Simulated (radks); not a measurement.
Results of a calculation; reference values are marked as such.
Cr, configuration [Ar] 3d4.5 4s1 4p0.5 (fractional occupations, a model configuration).

Code: a radial shooting solver on a logarithmic mesh with Libxc functionals. Model: non-relativistic Kohn-Sham, PBEsol, spin-polarised, spherical densities, point nucleus; open shells are filled with parallel spins first.

Energy parts (Ry):
part                       energy
total                 -2086.22459
kinetic                2084.27972
electron-nucleus      -4956.99226
Hartree                 881.15579
exchange-correlation    -94.66784

Orbitals (lengths in bohr, moments of r in powers of bohr; <r^-3> diverges for s and p1/2):
orbital,occ.,eigenvalue (Ry),<1/r>,<r>,<r^-3>
1s up,1,-428.4124,23.50,0.06424,-
1s down,1,-428.4106,23.50,0.06424,-
2s up,1,-48.46020,4.970,0.2966,-
2s down,1,-48.33744,4.979,0.2960,-
2p up,3,-41.20753,4.917,0.2614,349.8
2p down,3,-41.11428,4.925,0.2608,351.0
3s up,1,-5.57073,1.551,0.9090,-
3s down,1,-5.26057,1.546,0.9104,-
3p up,3,-3.56067,1.424,0.9658,41.84
3p down,3,-3.25219,1.419,0.9685,41.41
3d up,4.5,-0.44633,1.024,1.360,3.118
4s up,1,-0.39421,0.4054,3.205,-
3d down,0,-0.14910,1.001,1.409,3.001
4p up,0.5,-0.13496,0.2906,4.465,1.620

The highest occupied level is 4p up at -1.836 eV. The configuration is held as typed, so some empty levels lie below it. The spin density at the nucleus is 2.852 e/bohr^3 (1s 0.008, 2s -1.342, 3s 0.434, 4s 3.753), a Fermi contact field of 150 T. Virial ratio -V/T = 2.00093. Spin moment in Bohr magnetons: 6. Summed over all electrons, <r^2> = 44.35 bohr^2, which gives a Langevin (diamagnetic) susceptibility term of -35.1 x 10^-6 cm^3/mol. The density falls to 0.001 e/bohr^3 at r = 4.58 bohr. The electron density at the nucleus is 9305 e/bohr^3.

Run on one thread of a shared host, so times are rough (Arm Neoverse V2): 0.14 s of CPU time, 0.14 s wall, 15 iterations on 2669 mesh points.
